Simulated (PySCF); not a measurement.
2-chloro-3-fluorobuta-1,3-diene (C₄H₄ClF), SMILES C(=C)(C(F)=C)Cl. Geometry optimised at r2SCAN-D4/def2-SVP. One conformer was computed; it need not be the lowest.

These are r2SCAN-D4/def2-SVP (PySCF) values and carry that method's errors.

Harmonic wavenumbers (cm⁻¹): 89, 255, 348, 364, 439, 470, 639, 696, 717, 756, 852, 864, 879, 947, 1115, 1316, 1367, 1401, 1652, 1718, 3177, 3189, 3294, 3310. Rotational constants (GHz): 4.690, 2.257, 1.524; symmetry number 1.

**Question.** Work out the zero-point energy and the ideal-gas rigid-rotor harmonic-oscillator thermochemistry at 298.15 K and 1 atm.

**Answer.** ZPE = ½ Σ hcν = ½ × 29855 cm⁻¹ = 42.68 kcal/mol. H − E(el) = 47.06 kcal/mol. Entropy in cal/(mol K): translation 39.91, rotation 27.39, vibration 11.19, total 78.48. G − E(el) = 23.66 kcal/mol. Cp = 23.60 cal/(mol K). Modes under 150 cm⁻¹ make the vibrational entropy uncertain.
